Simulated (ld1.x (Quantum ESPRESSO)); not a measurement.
**Reading a pseudo-wave (Nb)**

Columns: radius, all-electron u(r) and pseudo u(r) of the 4d shell (level -2.92 eV) of niobium in the configuration [Ar] 3d10 4s2 4p6 4d4 5s1 5p0; BLYP, scalar-relativistic, TM semilocal scheme, ld1.x (Quantum ESPRESSO) 7.5.

```
r (bohr)  all-electron   pseudo
   0.123        0.1516  -0.0023
   0.245        0.3070  -0.0177
   0.368        0.2610  -0.0563
   0.490        0.0989  -0.1217
   0.613       -0.0949  -0.2125
   0.735       -0.2727  -0.3185
   0.858       -0.4197  -0.4289
   0.980       -0.5300  -0.5291
   1.103       -0.6077  -0.6108
   1.225       -0.6565  -0.6673
   1.348       -0.6833  -0.6994
   1.470       -0.6931  -0.7099
   1.593       -0.6905  -0.7044
   1.715       -0.6792  -0.6887
   1.838       -0.6618  -0.6670
   1.960       -0.6405  -0.6428
   2.083       -0.6166  -0.6172
   2.205       -0.5914  -0.5915
   2.328       -0.5653  -0.5653
   2.450       -0.5393  -0.5393
   2.573       -0.5134  -0.5134
   2.695       -0.4882  -0.4882
   2.818       -0.4635  -0.4635
   2.940       -0.4398  -0.4398
   3.063       -0.4169  -0.4169
   3.185       -0.3951  -0.3951
```

Problem. How many radial nodes do the two functions have?

Solution. The all-electron 4d function has n − l − 1 = 1; the pseudo-wave has 0, since the states of the same l below it are removed with the core.

Problem. At about which radius was the pseudo-wave matched?

Solution. 2.45 bohr. The columns agree to 0.0005 from 2.21 bohr on; several derivatives are matched, so the curves merge somewhat inside the radius.

Problem. Where does each function peak?

Solution. Outermost all-electron maximum near 1.47 bohr, pseudo maximum near 1.47 bohr (to the table’s step).

Problem. Is the pseudo-wave norm-conserving?

Solution. Yes: the TM semilocal scheme keeps the norm inside the radius equal to the all-electron one, which fixes the energy derivative of the logarithmic derivative at the level.
